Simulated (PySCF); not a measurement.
## Spinor energies of Pr⁴⁷⁺ (praseodymium, charge +47)

Start: [Ne] 3s2. Calculated with PySCF 2.14 in an even-tempered Gaussian basis (18 s from 12 bohr⁻², ratio 2.4; 14 p from 15 bohr⁻², ratio 2.4; 4 d from 50 bohr⁻², ratio 2.6; 4 f from 75 bohr⁻², ratio 2.6): generalised Hartree-Fock with the X2C-1e Hamiltonian and a Gaussian nucleus; one run each with spin-orbit coupling (SO) switched off, then screened by Boettger's factors.

```
spinor shell  electrons  ε, spin-free (eV)  ε, screened SO (eV)  weight of nominal j (screened SO)  rms radius, screened SO (bohr)
       1s1/2          2           -45491.0             -45486.5                              1.000                          0.0275
       2s1/2          2            -9993.2              -9992.1                              1.000                           0.109
       2p1/2          2            -9285.9              -9635.8                              1.000                          0.0938
       2p3/2          4            -9285.9              -9133.4                              1.000                          0.0993
       3s1/2          2            -4032.4              -4032.2                              1.000                           0.261
```

```json
{"quantity": "E (hartree)", "spin-free": "-7035.71940", "screened SO": "-7039.21568"}
{"quantity": "M_J", "spin-free": "0", "screened SO": "0"}
{"quantity": "⟨J²⟩", "spin-free": "0.000", "screened SO": "0.000"}
{"quantity": "⟨L²⟩", "spin-free": "0.000", "screened SO": "0.012"}
{"quantity": "⟨S²⟩", "spin-free": "0.000", "screened SO": "0.012"}
```

Breit and QED terms are absent; they matter most for the inner s and p1/2 levels.

Densities and radii are taken from the X2C orbitals without a picture-change correction, which distorts them close to the nucleus.

Without spin-orbit coupling the j labels of p, d and f shells carry no meaning; the spin-free column gives the mean over the occupied spinors of each nl shell.
